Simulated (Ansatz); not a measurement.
`[CH3][AlH][TeH]`, relaxed with RKS PBE0-D4/def2-TZVP in Ansatz 0.2.0 from a PBE-D4/def2-SVP geometry. The force threshold is 0.005 eV/Å; the program also tests the step.

The species carries charge 0 and has multiplicity 1. Te: def2 effective core potential.

Start:

```xyz
8

C     0.103    0.831    1.196
Al   -0.164    0.041   -0.581
Te    0.343   -2.439   -0.899
H     0.881    1.625    1.149
H     0.416    0.095    1.964
H    -0.829    1.322    1.550
H    -0.676    0.864   -1.854
H    -0.074   -2.339   -2.525
```

How much energy does the relaxation release, and in how many steps? (Estimate.)

Ansatz gave: 2.28 kJ/mol, in 10 steps, 1 of them rejected.

Which bonds change most? (Best estimate.)

Computed: Te3–H8 from 1.682 to 1.657 Å; Al2–Te3 from 2.551 to 2.533 Å; C1–H4 from 1.112 to 1.095 Å; C1–H5 from 1.108 to 1.092 Å.

Give the relaxed structure. (An estimate is asked.)

Ansatz gave: 
```xyz
8

C     0.104    0.827    1.186
Al   -0.151    0.048   -0.580
Te    0.323   -2.420   -0.891
H     0.842    1.635    1.146
H     0.439    0.100    1.929
H    -0.830    1.272    1.546
H    -0.640    0.870   -1.843
H    -0.088   -2.333   -2.493
```
